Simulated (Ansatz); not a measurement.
Isolated molecules relaxed with PBE0-D4/def2-TZVP in Ansatz; ΔE leaves out vibrations. CCSD(T)/CBS adds triple-zeta CCSD(T) − MP2 to the extrapolated MP2 energy (def2 sets, frozen cores). This one scheme is used for every species. DFT in def2-TZVPP. B3LYP here is the variant with VWN-RPA as its local correlation; programs differ in this. def2 core potentials past Kr. For Br, In outer-core shells are correlated without core-valence functions, which leaves a few kJ/mol of doubt a bond. Scalar relativity is left out up to krypton. Each species was taken in one conformer, which may not be the lowest.

`F[SiH](F)Br` + `C=C[O][InH2]` → `F[Si](F)(Br)[O][InH2]` + `C=C`  (formal exchange of groups at the Si–H bond)

```
                species  B3LYP energy (Eh)
          `F[SiH](F)Br`        -3064.26889
         `C=C[O][InH2]`         -344.67926
`F[Si](F)(Br)[O][InH2]`        -3330.39631
                  `C=C`          -78.62534
```

(1) Work out ΔE.

Largest T1 diagnostic among the species: 0.017.

## Answers

(1) ΔE = (-3330.39631) + (-78.62534) − (-3064.26889) − (-344.67926) = -0.07350 Eh = -2.00 eV. CCSD(T)/CBS gives -2.17 eV.

From r2SCAN to r2SCAN0 (25 % exact exchange), in def2-TZVPP and without D4, ΔE moves by −0.08 eV. At CCSD(T), def2-SVP lies +0.22 eV from the extrapolated value and def2-TZVPP +0.02 eV. Leaving LDA and LC-ωPBE aside and taking each functional with its dispersion term where it has one, the values, not all of them listed here, spread over 0.38 eV, from BHLYP-D4 to PBE-D4. LDA lies +0.04 eV from PBE without D4.
